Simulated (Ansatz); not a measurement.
Basis sets compared for SiH2Me(vinyl) (C₃H₈Si). Charge 0, multiplicity 1. Geometry r2SCAN-D4/def2-SVP. Ansatz on 4 threads of Intel Xeon on a shared host; times are rough, and most runs start from earlier orbitals.

```xyz
12

Si   -0.291   -0.512    0.640
H    -1.706   -0.845    0.285
H     0.250   -1.608    1.507
C    -0.214    1.109    1.593
H    -0.777    1.040    2.537
H    -0.641    1.933    0.999
H     0.827    1.372    1.839
C     0.701   -0.420   -0.946
C     0.177   -0.571   -2.173
H     1.781   -0.223   -0.876
H    -0.892   -0.774   -2.323
H     0.786   -0.503   -3.083
```

Binding counts from free atoms (Si triplet, H doublet, C triplet) in the same basis, without a counterpoise term.

| level | functions | energy (Eh) | HOMO (eV) | LUMO (eV) | binding per atom (eV) | wall time |
| --- | --- | --- | --- | --- | --- | --- |
| HF/STO-3G | 32 | -402.4494 | -8.31 | 8.49 | 3.75 | 0.82 s |
| PBE-D4/def2-SVP | 100 | -408.1068 | -6.59 | -1.23 | 3.95 | 3 s |
| PBE0-D4/def2-SVP | 100 | -408.1610 | -7.75 | -0.23 | 3.91 | 4.9 s |

(1) Estimate the rows for HF/def2-TZVP, PBE-D4/def2-TZVP, PBE0-D4/def2-TZVP (with forces).

Results:

(1) 
```
                          level  functions  energy (Eh)  HOMO (eV)  LUMO (eV)  binding per atom (eV)  wall time
                   HF/def2-TZVP        178    -407.2344     -10.18       3.16                   2.97      3.7 s
               PBE-D4/def2-TZVP        178    -408.3415      -6.69      -1.44                   3.93      4.9 s
PBE0-D4/def2-TZVP (with forces)        178    -408.3909      -7.80      -0.43                   3.89       11 s
```
